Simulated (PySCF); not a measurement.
# UHF on Ag²⁺ (silver, charge +2)

Configuration: [Kr] 4d8 5p1, one real determinant (an excited configuration). Computed with PySCF 2.14 in def2-TZVPPD with the def2 core potential (28 electrons) (6s4p3d2f1g, 56 functions), with a scalar-relativistic core potential.

```
Total energy                                                  : -144.639250 hartree
One-electron energy                                           : -242.0415 hartree
Hartree (Coulomb) energy                                      : 109.9387 hartree
Exchange energy                                               : -12.5365 hartree
⟨S²⟩                                                          : 3.7535
⟨L²⟩                                                          : 14.051
Sum of ⟨r⟩                                                    : 21.10 bohr
Sum of ⟨r²⟩                                                   : 34.22 bohr²
Traceless quadrupole moment −½Σ⟨3z² − r²⟩ along its main axis : -4.33 e·bohr²
```

```tsv
shell	electrons	mean orbital energy (eV)	spread (eV)	rms radius, mean of both spins (bohr)
4s α	1	-149.87	0	0.974
4s β	1	-145.20	0	0.974
4p α	3	-107.57	0.076	1.06
4p β	3	-101.92	0.407	1.06
4d α	5	-43.658	1.616	1.36
4d β	3	-41.546	0.376	1.36
5p α	1	-18.933	0	3.29
```

⟨L²⟩ = 14.05 against 20 for a pure G term, so this real determinant mixes terms. Energies and moments cover only the electrons outside the core potential.
